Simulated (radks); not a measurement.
Results of a calculation; reference values are marked as such.
All-electron atom: Tb53+ in [Ne] 3s2.

Level of theory: Dirac Kohn-Sham, BLYP, spin-unpolarised, spherical densities, finite nucleus; Fermi nuclear charge, rms radius 5.06 fm (a radial shooting solver on a logarithmic mesh with Libxc functionals).

Energy parts (hartree):
part                       energy
total                  -8705.1267
kinetic                 9721.7815
electron-nucleus      -19113.5484
Hartree                  811.7713
exchange-correlation    -125.1311

Orbitals (lengths in bohr, moments of r in powers of bohr):
| orbital | occ. | eigenvalue (hartree) | <1/r> | <r^4> |
|---|---|---|---|---|
| 1s1/2 | 2 | -2052.547 | 73.13 | 1.059e-06 |
| 2s1/2 | 2 | -455.7791 | 17.77 | 0.0001544 |
| 2p1/2 | 2 | -442.3058 | 17.70 | 0.00009408 |
| 2p3/2 | 4 | -413.8998 | 15.59 | 0.0001231 |
| 3s1/2 | 2 | -186.3976 | 7.250 | 0.004092 |
| 3p1/2 | 0 | -181.6485 | 7.183 | 0.003448 |
| 3p3/2 | 0 | -174.0845 | 6.614 | 0.004096 |
| 4s1/2 | 0 | -100.8465 | 3.826 | 0.04554 |

The highest occupied level is 3s1/2 at -5072.1 eV. Summed over all electrons, <r^2> = 0.1718 bohr^2, which gives a Langevin (diamagnetic) susceptibility term of -0.136 x 10^-6 cm^3/mol. The density falls to 0.001 e/bohr^3 at r = 0.60 bohr. The electron density at the nucleus is 6.891e+05 e/bohr^3.
